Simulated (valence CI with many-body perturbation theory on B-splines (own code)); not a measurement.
## Nd¹⁰⁺: electric-dipole lines

Computed by valence CI with perturbative core correlation (CI+MBPT): four valence electrons over a frozen Dirac-Fock core [Kr] 4d10, a basis of 8 s, 8 p, 9 d, 9 f, 6 g, 3 h, 2 i functions for each j, with the one-electron correlation potential Σ1 (screened to all orders), the two-electron term Σ2, the three-electron term Σ3, Breit, model QED; selected single and double excitations, second order for the rest, scaled by the run's own slope (own B-spline code, finite nucleus).

No measured spectrum was set against this ion. As an estimate, terms of the open shell hold to a few per cent of their energy, and close levels can change places; configurations with another count of f electrons can be misplaced by thousands of cm⁻¹. Core correlation moves these levels by up to 55000 cm⁻¹, and in measured spectra 5 to 20 % of such shifts remained as error; rates that hang on mixing are uncertain with them. Among the levels kept, up to 280 cm⁻¹ of a level comes from second order outside the variational space, and about a tenth of that is noise between levels of different J, which matters for small intervals.

Lines 51 to 100 of 251 in falling wavelength, among levels below 21.801 eV, chosen from the strongest by gf and those to the six lowest levels. Wavelengths and rates use the calculated energies, so an error of 2000 cm⁻¹ moves a line at 70.23 nm by 1.4 % and its rate by three times that or more. Electric multipoles are in the length gauge, E1 and E2 with the static RPA response of the core. Weak lines are less certain than strong ones. Lines between different terms over intervals too small for the method are left out, as are lines whose strength nearly cancels. Where a level lies close to another of its J and parity, the split of strength between their lines is uncertain. The highest levels of a list are the least certain.

Names give the largest LS component (configuration and term), which can be under half, so a name can repeat, a term be missing and a line seem to break the LS rules; names also repeat where a configuration has a term twice. Letters in brackets count levels of one name in rising energy.

| λ vac (nm) | Upper | Lower | A (s⁻¹) | S (a.u.) |
| --- | --- | --- | --- | --- |
| 70.23 | 4f²5s5p ³P°_2 | 4f²5s² ³P_1 | 3.01e+07 | 2.57e-02 |
| 70.21 | 4f²5s5p ⁵G°_2 | 4f5s²5p ³F_3 | 7.52e+05 | 6.42e-04 |
| 70.00 | 4f²5s5p ³D°_2 | 4f²5s² ¹D_2 | 9.70e+06 | 8.22e-03 |
| 69.88 | 4f5s5p² ³G°_3 | 4f²5s² ¹D_2 | 2.17e+07 | 2.56e-02 |
| 69.88 | 4f²5s5p ⁵D°_4 [a] | 4f²5s² ¹G_4 | 1.27e+07 | 1.92e-02 |
| 69.83 | 4f²5s5p ⁵I°_5 | 4f²5s² ³H_4 | 6.00e+07 | 1.11e-01 |
| 69.80 | 4f²5s5p ⁵D°_3 | 4f²5s² ¹G_4 | 1.27e+07 | 1.50e-02 |
| 69.75 | 4f²5s5p ⁵H°_3 | 4f5s²5p ³F_3 | 7.36e+05 | 8.63e-04 |
| 69.55 | 4f²5s5p ⁵G°_3 | 4f5s²5p ³G_4 | 3.41e+06 | 3.96e-03 |
| 69.52 | 4f²5s5p ⁵H°_4 | 4f5s²5p ³G_4 | 2.73e+06 | 4.08e-03 |
| 69.36 | 4f²5s5p ⁵H°_6 | 4f²5s² ³H_5 | 7.22e+07 | 1.54e-01 |
| 69.21 | 4f²5s5p ⁵G°_2 | 4f5s²5p ³F_2 | 8.84e+06 | 7.23e-03 |
| 69.10 | 4f²5s5p ⁵D°_1 | 4f²5s² ¹D_2 | 1.45e+07 | 7.11e-03 |
| 69.07 | 4f²5s5p ³H°_5 [a] | 4f²5s² ³H_6 | 2.76e+07 | 4.94e-02 |
| 68.79 | 4f²5s5p ⁵G°_3 | 4f5s²5p ³F_3 | 1.84e+06 | 2.07e-03 |
| 68.77 | 4f²5s5p ⁵H°_4 | 4f5s²5p ³F_3 | 5.61e+06 | 8.11e-03 |
| 68.76 | 4f²5s5p ⁵H°_3 | 4f5s²5p ³F_2 | 2.35e+07 | 2.64e-02 |
| 68.75 | 4f²5s5p ³H°_5 [a] | 4f5s²5p ³G_4 | 1.42e+06 | 2.51e-03 |
| 68.69 | 4f²5s5p ⁵G°_4 | 4f5s²5p ³G_4 | 2.57e+06 | 3.70e-03 |
| 68.67 | 4f²5s5p ⁵D°_4 [b] | 4f²5s² ¹G_4 | 2.48e+07 | 3.56e-02 |
| 68.35 | 4f²5s5p ⁵G°_5 | 4f²5s² ³F_4 | 1.79e+08 | 3.09e-01 |
| 68.34 | 4f²5s5p ⁵H°_4 | 4f²5s² ³H_5 | 1.12e+08 | 1.59e-01 |
| 68.25 | 4f²5s5p ⁵D°_4 [a] | 4f²5s² ³F_4 | 1.19e+07 | 1.68e-02 |
| 68.19 | 4f²5s5p ⁵F°_2 | 4f²5s² ³F_3 | 7.84e+07 | 6.14e-02 |
| 68.18 | 4f²5s5p ⁵D°_3 | 4f²5s² ³F_4 | 8.63e+06 | 9.45e-03 |
| 68.09 | 4f²5s5p ³H°_4 [a] | 4f²5s² ³F_4 | 3.44e+07 | 4.82e-02 |
| 68.00 | 4f²5s5p ³I°_5 | 4f²5s² ¹G_4 | 3.40e+07 | 5.81e-02 |
| 67.95 | 4f²5s5p ⁵G°_4 | 4f5s²5p ³F_3 | 1.30e+06 | 1.81e-03 |
| 67.86 | 4f²5s5p ⁵H°_3 | 4f²5s² ³H_4 | 1.98e+08 | 2.14e-01 |
| 67.85 | 4f²5s5p ⁵S°_2 | 4f²5s² ¹D_2 | 9.79e+07 | 7.55e-02 |
| 67.83 | 4f²5s5p ⁵G°_3 | 4f5s²5p ³F_2 | 4.63e+06 | 4.99e-03 |
| 67.80 | 4f²5s5p ⁵D°_4 [a] | 4f²5s² ³F_3 | 2.41e+07 | 3.34e-02 |
| 67.74 | 4f²5s5p ⁵G°_6 | 4f²5s² ³H_6 | 1.42e+08 | 2.84e-01 |
| 67.73 | 4f²5s5p ⁵D°_3 | 4f²5s² ³F_3 | 1.92e+08 | 2.06e-01 |
| 67.64 | 4f²5s5p ³H°_4 [a] | 4f²5s² ³F_3 | 5.33e+06 | 7.32e-03 |
| 67.61 | 4f²5s5p ³H°_4 [b] | 4f²5s² ¹G_4 | 2.25e+07 | 3.09e-02 |
| 67.60 | 4f5s5p² ⁵G°_2 | 4f5s²5p ³F_3 | 3.11e+05 | 2.37e-04 |
| 67.59 | 4f²5s5p ³H°_5 [a] | 4f²5s² ³H_5 | 1.62e+08 | 2.71e-01 |
| 67.58 | 4f5s5p² ⁵G°_3 | 4f5s²5p ³G_4 | 4.41e+07 | 4.70e-02 |
| 67.54 | 4f²5s5p ⁵G°_4 | 4f²5s² ³H_5 | 3.12e+06 | 4.27e-03 |
| 67.53 | 4f²5s5p ⁵H°_7 | 4f²5s² ³H_6 | 2.45e+08 | 5.58e-01 |
| 67.48 | 4f²5s5p ⁵G°_2 | 4f5s²5p ³G_3 | 1.48e+07 | 1.12e-02 |
| 67.39 | 4f²5s5p ³G°_3 [a] | 4f²5s² ¹G_4 | 6.58e+07 | 6.96e-02 |
| 67.33 | 4f²5s5p ⁵F°_2 | 4f²5s² ³F_2 | 2.65e+08 | 2.00e-01 |
| 67.22 | 4f²5s5p ⁵F°_1 | 4f²5s² ³F_2 | 3.38e+08 | 1.52e-01 |
| 67.09 | 4f²5s5p ⁵D°_4 [b] | 4f²5s² ³F_4 | 5.79e+07 | 7.77e-02 |
| 67.06 | 4f²5s5p ⁵H°_3 | 4f5s²5p ³G_3 | 8.03e+06 | 8.36e-03 |
| 66.95 | 4f²5s5p ⁵G°_3 | 4f²5s² ³H_4 | 4.61e+07 | 4.78e-02 |
| 66.93 | 4f²5s5p ³P°_2 | 4f²5s² ¹D_2 | 5.64e+07 | 4.18e-02 |
| 66.93 | 4f²5s5p ⁵H°_4 | 4f²5s² ³H_4 | 2.04e+08 | 2.72e-01 |
